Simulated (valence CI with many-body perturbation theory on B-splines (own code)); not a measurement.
# Ru⁵⁺: electric-dipole lines

Method: configuration interaction combined with many-body perturbation theory (CI+MBPT): three valence electrons over a frozen Dirac-Fock core [Kr], radial functions for each j: 7 s, 7 p, 8 d, 6 f, 4 g, 1 h, with the one-electron correlation potential Σ1 (screened to all orders), the two-electron term Σ2, the three-electron term Σ3, Breit, model QED; selected single and double excitations, second order for the rest (own B-spline code, finite nucleus).

No measured levels were compared; by estimate terms of the open shell hold to 2 to 4 % of their energy, and close levels can change places; different configurations can be misplaced against each other by 1,000 to 8,000 cm⁻¹. The list stops below the first excitations out of the core.

Lines 151 to 200 of 562 in falling wavelength, among levels below 33.979 eV, chosen from the strongest by gf and those to the six lowest levels. Wavelengths and rates use the calculated energies, so an error of 2000 cm⁻¹ moves a line at 1304 Å by 2.6 % and its rate by three times that or more. Electric multipoles are in the length gauge, E1 and E2 with the static RPA response of the core. Weak lines are less certain than strong ones. Lines between different terms over intervals too small for the method are left out, as are lines whose strength nearly cancels. Where a level lies close to another of its J and parity, the split of strength between their lines is uncertain. The highest levels of a list are the least certain.

Names give the largest LS component (configuration and term), which can be under half, so a name can repeat, a term be missing and a line seem to break the LS rules; names also repeat where a configuration has a term twice. Letters in brackets count levels of one name in rising energy.

| λ vac (Å) | Upper | Lower | A (s⁻¹) | S (a.u.) with core polarisation | S without |
| --- | --- | --- | --- | --- | --- |
| 1304 | 4d²5p ²G°_7/2 [b] | 4d²5s ⁴F_9/2 | 1.71e+08 | 1.49e+00 | 1.81e+00 |
| 1303 | 4d²5p ²D°_3/2 [a] | 4d²5s ⁴F_3/2 | 6.57e+08 | 2.87e+00 | 3.47e+00 |
| 1299 | 4d²5p ²D°_5/2 [c] | 4d²5s ²G_7/2 | 1.96e+07 | 1.27e-01 | 1.54e-01 |
| 1299 | 4d²5p ⁴P°_5/2 | 4d²5s ²D_5/2 | 7.44e+08 | 4.83e+00 | 5.82e+00 |
| 1298 | 4d²5p ⁴D°_7/2 [a] | 4d²5s ⁴P_5/2 | 7.44e+08 | 6.42e+00 | 7.74e+00 |
| 1297 | 4d²5p ²F°_7/2 [a] | 4d²5s ⁴F_5/2 | 2.93e+08 | 2.52e+00 | 3.04e+00 |
| 1295 | 4d²5p ⁴D°_1/2 [a] | 4d²5s ⁴F_3/2 | 9.66e+08 | 2.07e+00 | 2.51e+00 |
| 1294 | 4d²5p ²D°_3/2 [b] | 4d²5s ⁴P_3/2 | 2.05e+08 | 8.75e-01 | 1.06e+00 |
| 1291 | 4d²5p ⁴D°_5/2 [b] | 4d²5s ²F_7/2 | 9.22e+07 | 5.87e-01 | 7.04e-01 |
| 1287 | 4d²5p ²P°_3/2 [a] | 4d²5s ²F_5/2 | 1.24e+08 | 5.24e-01 | 6.30e-01 |
| 1287 | 4d²5p ⁴D°_3/2 [a] | 4d²5s ⁴F_5/2 | 4.19e+08 | 1.76e+00 | 2.14e+00 |
| 1283 | 4d²5p ⁴P°_1/2 | 4d²5s ⁴P_3/2 | 4.06e+08 | 8.48e-01 | 1.02e+00 |
| 1282 | 4d²5p ²D°_5/2 [a] | 4d²5s ⁴F_7/2 | 3.47e+07 | 2.17e-01 | 2.64e-01 |
| 1282 | 4d²5p ²D°_3/2 [b] | 4d²5s ⁴P_1/2 | 3.00e+08 | 1.25e+00 | 1.51e+00 |
| 1281 | 4d²5p ²G°_9/2 [b] | 4d²5s ²F_7/2 | 2.46e+08 | 2.56e+00 | 3.03e+00 |
| 1278 | 4d²5p ²P°_3/2 [b] | 4d²5s ²P_3/2 | 1.12e+09 | 4.61e+00 | 5.50e+00 |
| 1277 | 4d²5p ²D°_5/2 [b] | 4d²5s ⁴P_3/2 | 5.43e+08 | 3.35e+00 | 4.04e+00 |
| 1277 | 4d²5p ⁴D°_5/2 [a] | 4d²5s ⁴F_5/2 | 3.38e+08 | 2.08e+00 | 2.52e+00 |
| 1277 | 4d²5p ²F°_5/2 [b] | 4d²5s ²F_5/2 | 1.32e+08 | 8.11e-01 | 9.67e-01 |
| 1275 | 4d²5p ²D°_5/2 [b] | 4d²5s ⁴P_5/2 | 4.84e+08 | 2.97e+00 | 3.58e+00 |
| 1272 | 4d²5p ⁴P°_3/2 | 4d²5s ⁴P_3/2 | 1.21e+07 | 4.90e-02 | 5.98e-02 |
| 1271 | 4d²5p ⁴P°_1/2 | 4d²5s ⁴P_1/2 | 1.53e+08 | 3.10e-01 | 3.75e-01 |
| 1270 | 4d²5p ⁴P°_3/2 | 4d²5s ⁴P_5/2 | 1.54e+08 | 6.24e-01 | 7.53e-01 |
| 1267 | 4d²5p ⁴D°_3/2 [a] | 4d²5s ⁴F_3/2 | 5.05e+07 | 2.03e-01 | 2.46e-01 |
| 1267 | 4d²5p ⁴D°_3/2 [b] | 4d²5s ²F_5/2 | 2.78e+07 | 1.12e-01 | 1.33e-01 |
| 1267 | 4d²5p ²P°_1/2 [b] | 4d²5s ²P_1/2 | 6.95e+08 | 1.39e+00 | 1.66e+00 |
| 1264 | 4d²5p ²G°_7/2 [b] | 4d²5s ⁴F_7/2 | 2.43e+08 | 1.94e+00 | 2.35e+00 |
| 1263 | 4d²5p ⁴D°_7/2 [a] | 4d²5s ²F_7/2 | 8.88e+07 | 7.07e-01 | 8.41e-01 |
| 1263 | 4d²5p ⁴P°_5/2 | 4d²5s ²D_3/2 | 2.67e+08 | 1.59e+00 | 1.91e+00 |
| 1260 | 4d²5p ⁴P°_3/2 | 4d²5s ⁴P_1/2 | 3.94e+08 | 1.56e+00 | 1.88e+00 |
| 1260 | 4d²5p ²D°_3/2 [c] | 4d²5s ²D_5/2 | 1.12e+07 | 4.42e-02 | 5.28e-02 |
| 1257 | 4d²5p ²G°_9/2 [a] | 4d²5s ⁴F_9/2 | 2.18e+08 | 2.14e+00 | 2.58e+00 |
| 1257 | 4d²5p ⁴D°_5/2 [a] | 4d²5s ⁴F_3/2 | 6.77e+06 | 3.98e-02 | 4.85e-02 |
| 1257 | 4d²5p ⁴D°_7/2 [b] | 4d²5s ⁴P_5/2 | 3.27e+07 | 2.56e-01 | 3.14e-01 |
| 1251 | 4d²5p ²G°_7/2 [c] | 4d²5s ²F_5/2 | 1.72e+08 | 1.33e+00 | 1.58e+00 |
| 1250 | 4d²5p ²F°_7/2 [b] | 4d²5s ²G_7/2 | 1.90e+08 | 1.46e+00 | 1.76e+00 |
| 1248 | 4d²5p ²F°_7/2 [b] | 4d²5s ²G_9/2 | 9.62e+08 | 7.38e+00 | 8.88e+00 |
| 1245 | 4d²5p ²S°_1/2 | 4d²5s ⁴F_3/2 | 2.06e+07 | 3.92e-02 | 4.74e-02 |
| 1245 | 4d²5p ²F°_5/2 [c] | 4d²5s ²P_3/2 | 3.72e+07 | 2.12e-01 | 2.52e-01 |
| 1241 | 4d²5p ²D°_5/2 [b] | 4d²5s ²F_7/2 | 4.35e+07 | 2.46e-01 | 2.94e-01 |
| 1239 | 4d²5p ²D°_5/2 [c] | 4d²5s ²D_5/2 | 5.49e+07 | 3.09e-01 | 3.73e-01 |
| 1229 | 4d²5p ⁴P°_5/2 | 4d²5s ⁴P_3/2 | 1.52e+08 | 8.35e-01 | 1.01e+00 |
| 1227 | 4d²5p ⁴P°_5/2 | 4d²5s ⁴P_5/2 | 9.33e+06 | 5.10e-02 | 6.24e-02 |
| 1227 | 4d²5p ²D°_3/2 [c] | 4d²5s ²D_3/2 | 1.94e+07 | 7.05e-02 | 8.40e-02 |
| 1224 | 4d²5p ⁴D°_7/2 [b] | 4d²5s ²F_7/2 | 3.34e+07 | 2.42e-01 | 2.86e-01 |
| 1213 | 4d²5p ²F°_5/2 [c] | 4d²5s ²G_7/2 | 1.28e+09 | 6.78e+00 | 8.14e+00 |
| 1206 | 4d²5p ²D°_5/2 [c] | 4d²5s ²D_3/2 | 1.67e+07 | 8.69e-02 | 1.02e-01 |
| 1206 | 4d²5p ⁴D°_7/2 [a] | 4d²5s ²F_5/2 | 1.26e+07 | 8.71e-02 | 1.00e-01 |
| 1200 | 4d²5p ²D°_3/2 [b] | 4d²5s ²F_5/2 | 5.14e+07 | 1.75e-01 | 2.08e-01 |
| 1198 | 4d²5p ²H°_9/2 | 4d²5s ²F_7/2 | 2.06e+07 | 1.75e-01 | 2.08e-01 |
